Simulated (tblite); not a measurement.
Species: C₇H₁₄P₂.
SMILES with atom numbers: `[CH3:1][C:2]#[C:3][P:4]([CH3:5])[CH2:6][CH2:7][PH:8][CH3:9]` (hydrogens: H10, H11, H12 on C1; H13, H14, H15 on C5; H16, H17 on C6; H18, H19 on C7; H20 on P8; H21, H22, H23 on C9)

Structure used (GFN2-xTB), in Å, numbered top down from 1:
```xyz
23
C7H14P2 angstrom
C     -4.6540    0.0236   -1.2618
C     -3.2749   -0.1997   -0.8893
C     -2.1318   -0.3432   -0.5348
P     -0.4461   -0.7210   -0.1682
C     -0.6489   -0.9748    1.6576
C      0.2045    1.0193   -0.1546
C      1.6955    0.9757    0.1533
P      2.4117   -0.5639   -0.6126
C      4.1991   -0.1869   -0.2899
H     -4.9964    0.9894   -0.8894
H     -5.2821   -0.7606   -0.8388
H     -4.7516    0.0075   -2.3474
H     -1.2060   -1.8959    1.8196
H     -1.1895   -0.1412    2.1038
H      0.3299   -1.0745    2.1244
H      0.0447    1.4104   -1.1636
H     -0.3511    1.6478    0.5479
H      1.8834    0.9735    1.2307
H      2.2098    1.8421   -0.2750
H      2.2709   -1.3808    0.5181
H      4.7833   -1.0930   -0.4380
H      4.5405    0.5611   -1.0041
H      4.3542    0.1849    0.7221
```

Method: GFN2-xTB as coded in tblite; computed harmonic values from a numerical Hessian at the method's own geometry, unscaled. This tight-binding method is rough: wavenumbers can miss measured ones by several per cent, in bad cases by 10 to 20. Modes of hydrogen on phosphorus can be 10 to 20 % off. One conformer, not necessarily the lowest.

Harmonic wavenumbers (cm⁻¹): 27.3, 39.5, 58.3, 88.8, 99.7, 125.0, 138.8, 166.1, 195.8, 215.1, 244.0, 260.7, 283.5, 317.8, 343.5, 406.6, 576.0, 665.2, 691.5, 722.2, 728.1, 745.3, 757.1, 801.1, 863.9, 870.5, 888.6, 939.6, 991.7, 1017.2, 1019.8, 1040.6, 1074.5, 1097.7, 1141.6, 1235.3, 1244.8, 1308.4, 1321.7, 1384.9, 1434.4, 1439.0, 1445.9, 1451.8, 1451.9, 1452.7, 1459.1, 1460.2, 2233.9, 2317.1, 2921.2, 2929.0, 2940.3, 2950.8, 2988.5, 2991.1, 2996.1, 2999.7, 3002.8, 3005.0, 3006.4, 3012.7, 3015.7.

A = 3066, B = 456.9, C = 442.7 MHz; mass 160.057 u (most abundant isotopes); point group C1, symmetry number 1.

**Question.** Zero-point energy?

**Answer.** Half the sum of the wavenumbers: 40522 cm⁻¹ = 484.75 kJ/mol.

**Question.** What is S at 200 K and 1 bar for an ideal gas of classical rigid rotors and harmonic oscillators?

**Answer.** Translation 163.86, rotation 123.17, vibration 140.18: S = 427.2 J/(mol K).

**Question.** And Cp and H(200 K) − H(0)?

**Answer.** Cp = 159.79 J/(mol K), of which vibrations give 126.53 (their classical limit is 63 R = 523.8); H(200 K) − H(0) = 20.91 kJ/mol without the zero-point energy, 14.26 from vibrations.

**Question.** Which modes carry the vibrational entropy at 200 K?

**Answer.** 27.3 cm⁻¹: 21.86; 39.5 cm⁻¹: 18.80; 58.3 cm⁻¹: 15.60; 88.8 cm⁻¹: 12.18; 99.7 cm⁻¹: 11.25; 125.0 cm⁻¹: 9.47 J/(mol K); the other 57 give 51.00 together.

**Question.** What must be added to the electronic energy to get the Gibbs energy at 200 K and 1 bar?

**Answer.** ZPE + [H(200 K) − H(0)] − T·S = 484.75 + 20.91 − 85.44 = 420.22 kJ/mol.

**Question.** How do the functions run with temperature in this model?

**Answer.** 
```json
{"T (K)": "100", "S (J/(mol K))": "334.6", "Cp (J/(mol K))": "110.9", "H − H(0) (kJ/mol)": "7.28", "G − H(0) (kJ/mol)": "-26.19", "ln q(vib)": "3.75"}
{"T (K)": "300", "S (J/(mol K))": "501.0", "Cp (J/(mol K))": "207.6", "H − H(0) (kJ/mol)": "39.26", "G − H(0) (kJ/mol)": "-111.03", "ln q(vib)": "12.37"}
{"T (K)": "500", "S (J/(mol K))": "628.1", "Cp (J/(mol K))": "293.3", "H − H(0) (kJ/mol)": "89.76", "G − H(0) (kJ/mol)": "-224.28", "ln q(vib)": "19.76"}
{"T (K)": "800", "S (J/(mol K))": "786.0", "Cp (J/(mol K))": "378.5", "H − H(0) (kJ/mol)": "191.56", "G − H(0) (kJ/mol)": "-437.24", "ln q(vib)": "29.67"}
{"T (K)": "1000", "S (J/(mol K))": "874.8", "Cp (J/(mol K))": "416.9", "H − H(0) (kJ/mol)": "271.29", "G − H(0) (kJ/mol)": "-603.51", "ln q(vib)": "35.63"}
```

q(vib) and H(0) count from the zero-point level.

Hindered rotation and anharmonicity are outside this model. Other conformers, if any are populated, would add a mixing term that is left out. The structure is chiral; the term R ln 2 for an equal mix with its mirror image is left out.
